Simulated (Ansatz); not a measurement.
System: 3,3-dichlorosiletane, C$_{3}$H$_{6}$Cl$_{2}$Si (charge 0, singlet). 
Geometry from a B3LYP-D3(BJ)/def2-TZVP (Ansatz, a program for electronic structure) optimisation:
```xyz
12

Cl    -0.1948     0.8677    -1.5574
C     -0.3034     0.0455     0.0547
Cl    -2.0123     0.1581     0.6352
C      0.7338     0.6708     1.0076
Si     1.9209    -0.7079     0.4516
C      0.2282    -1.3947    -0.0800
H      0.4251     0.4996     2.0400
H      0.9158     1.7295     0.8566
H      2.6324    -1.4447     1.5202
H      2.8572    -0.3641    -0.6368
H     -0.1892    -2.0098     0.7187
H      0.0354    -1.8672    -1.0371
```
Charge 0, spin multiplicity 1.

Computed values are from Ansatz. Cores are frozen in the correlated levels unless marked. Open shells are spin-unrestricted. Spin-orbit coupling is left out. Non-relativistic. CBS marks a two-point X^-3 extrapolation of the correlation energy; Hartree-Fock from the larger set.

The atomisation energy De is 1035.1 kcal/mol at CCSD(T)/CBS(cc-pV(T+d)Z,cc-pV(Q+d)Z) and the total energy is -1326.3716 Eh at CCSD(T)/CBS(cc-pV(T+d)Z,cc-pV(Q+d)Z). The dipole moment is 2.33 D at CCSD(T)/aug-cc-pV(D+d)Z and the T1 diagnostic comes out as 0.010 at CCSD/cc-pV(Q+d)Z.
